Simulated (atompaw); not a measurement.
Before and after: PAW (atompaw) potential for potassium

potassium, PAW, made with atompaw 4.2.0.5 (PBE, scalar-relativistic). Core [Ne], reference 3s2 3p6 4s1 4p0. Waves: 3s (bound): rc 2.10 bohr; 4s (bound): rc 2.85 bohr; 3p (bound): rc 2.15 bohr; 4p (bound, empty): rc 2.85 bohr; 3d channel at 0.1 Ry: rc 2.85 bohr; 3d channel at 2.35 Ry: rc 2.85 bohr. Local part: troulliermartins scheme with l = 3 at 0 Ry, radius 2.25 bohr. Core correction: smooth core density matched at 1.80 bohr. Augmentation charge: sinc compensation charge, radius 2.50 bohr; PAW radius 2.85 bohr; waves and projectors: custom polynom vanderbiltortho.

All-electron outer shells of the reference configuration (PBE, scalar-relativistic, ld1.x):

| shell | level (eV) | outermost node (bohr) | outermost maximum (bohr) |
| --- | --- | --- | --- |
| 2s | -353.41 | 0.11 | 0.32 |
| 2p | -280.12 | – | 0.26 |
| 3s | -35.34 | 0.48 | 1.08 |
| 3p | -18.81 | 0.45 | 1.15 |
| 4s | -2.32 | 1.59 | 4.18 |
| 4p | -0.80 | 1.88 | 5.71 |

Change: all radii scaled by about 0.84 (s 1.76, p 1.80, d 2.40 bohr); local potential troulliermartins scheme with l = 3 at 0 Ry, radius 1.90 bohr; augmentation sinc compensation charge, radius 2.10 bohr; PAW radius 2.40 bohr; waves and projectors: custom polynom vanderbiltortho; core correction smooth core density matched at 1.52 bohr.

Cutoffs: the cutoffs (Ry, on a coarse ladder) from which the occupation-weighted sum of valence levels, in a spherical-Bessel basis at the reference potential, stays within 10 and 1 mRy of its value at 400 Ry; they do not see the model core or the augmentation charge, which bear on the density cutoff.

**Question.** What does the change do?

**Answer.** The potential gets harder (15 Ry and 30 Ry → 21 Ry and 40 Ry); neither file shows a bound ghost. A smaller radius makes the pseudo-wave follow the all-electron one further in, where it bends more sharply, so more plane waves are needed.

| quantity | base | changed |
| --- | --- | --- |
| cutoff, loose | 15 Ry | 21 Ry |
| cutoff, tight | 30 Ry | 40 Ry |
| loose cutoff by channel (10 mRy a level) | s 10 Ry, p 15 Ry | s 10 Ry, p 18 Ry |
| bound ghosts | none | none |
| lowest overlap eigenvalue by channel | s 0.59, p 0.62, d 0.90 | s 0.69, p 0.57, d 0.92 |

 The cutoffs see the waves, projectors and local potential, not the compensation charge or the core.
